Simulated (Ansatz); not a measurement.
Cost and result up the ladder for Te(CCH)2 (C₄H₂Te) (7 atoms). Charge 0, multiplicity 1. Geometry: PBE-D4/def2-SVP.

```csv
atom,x (Å),y (Å),z (Å)
Te1,-0.342,0.622,1.627
C2,-0.822,1.342,-0.230
C3,-1.154,1.849,-1.299
H4,-1.438,2.281,-2.249
C5,0.661,-1.049,0.995
C6,1.277,-2.073,0.712
H7,1.817,-2.971,0.444
```

Ansatz on 2 threads of Arm Neoverse V2 on a shared host. Times are rough, and most runs start from the orbitals of an earlier one. r2SCAN0-D4/def2-TZVP serves as the yardstick here, not as an exact answer. Differences are given only for rows in sets of like size (and for xTB, whose basis is part of the method), since another set adds its own error. Binding counts from free atoms at the same level (Te triplet, C triplet, H doublet; other spins of the atoms weren't run), without zero-point energy or a counterpoise term.

In the def2 sets Te takes a core potential; there is no spin–orbit coupling. HSE06 is defined as in plane-wave codes, on full-range PBE exchange. Correlated methods freeze 8 core orbitals; core or outer-core shells of Te are correlated, in sets that lack core-valence functions.

Correlated methods converge slowly with the basis.

| level | functions | wall time | binding energy per atom (eV) | difference from r2SCAN0-D4/def2-TZVP (eV) |
| --- | --- | --- | --- | --- |
| PBE-D4/def2-SVP | 92 | 0.95 s | 4.63 | – |
| PBE0-D4/def2-SVP | 92 | 1.6 s | 4.46 | – |
| revPBE-D4/def2-TZVP | 186 | 2.1 s | 4.47 | 0.21 |
| PBE-D4/def2-TZVP (with forces) | 186 | 2.6 s | 4.62 | 0.35 |
| HF/def2-TZVP | 186 | 3.1 s | 2.94 | -1.32 |
| MP2/def2-TZVP | 186 | 3.1 s | 4.44 | 0.18 |
| PBE0-D4/def2-TZVP | 186 | 3.3 s | 4.44 | 0.18 |
| HSE06-D4/def2-TZVP | 186 | 3.4 s | 4.45 | 0.18 |
| PBE-D4/def2-TZVPD | 225 | 3.9 s | 4.62 | 0.36 |
| r2SCAN-D4/def2-TZVP | 186 | 4.7 s | 4.40 | 0.13 |
| PBE0-D4/def2-TZVPD | 225 | 5.5 s | 4.44 | 0.18 |
| r2SCAN0-D4/def2-TZVP | 186 | 5.5 s | 4.26 | 0.00 |
| r2SCAN-D4/def2-TZVPD | 225 | 8 s | 4.40 | 0.13 |
| B97M-V/def2-TZVP | 186 | 10 s | 4.39 | 0.13 |
